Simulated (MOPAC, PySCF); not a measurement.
H₂AlBrS₂, SMILES `[Al]([Br])([SH])[SH]` (H–S–Al–Br torsion -180°, Br–Al–S–H torsion -180°), neutral singlet in the gas phase. 

Cartesian coordinates (Å):
SMILES: [Al]([Br])([SH])[SH]
```xyz
6

S     -1.8781    -0.3833     0.3637
Al    -0.0502     0.6942    -0.1064
S      1.9200    -0.2072    -0.2771
Br    -0.2092     2.9069    -0.4411
H     -1.2513    -1.5698     0.4626
H      1.4676    -1.4457    -0.0090
```
Charge 0, spin multiplicity 1.

All levels are single points at this geometry (r2SCAN-D4/def2-TZVP); Pople sets use spherical d functions. Orbital energies aren't observables, and empty levels follow the basis.

r2SCAN-D4/def2-TZVP in PySCF gives dipole (D) = 2.03.

Q: Estimate the dipole (D) from each of these levels: B3LYP/3-21G in PySCF; B3LYP/6-311+G** (LANL2DZ on Br) in PySCF; SVWN5/6-31G* in PySCF; HF/6-31G* in PySCF; AM1 in MOPAC.

A: 
```csv
level,dipole (D)
B3LYP/3-21G in PySCF,2.33
B3LYP/6-311+G** (LANL2DZ on Br) in PySCF,2.47
SVWN5/6-31G* in PySCF,2.46
HF/6-31G* in PySCF,2.38
AM1 in MOPAC,3.19
```
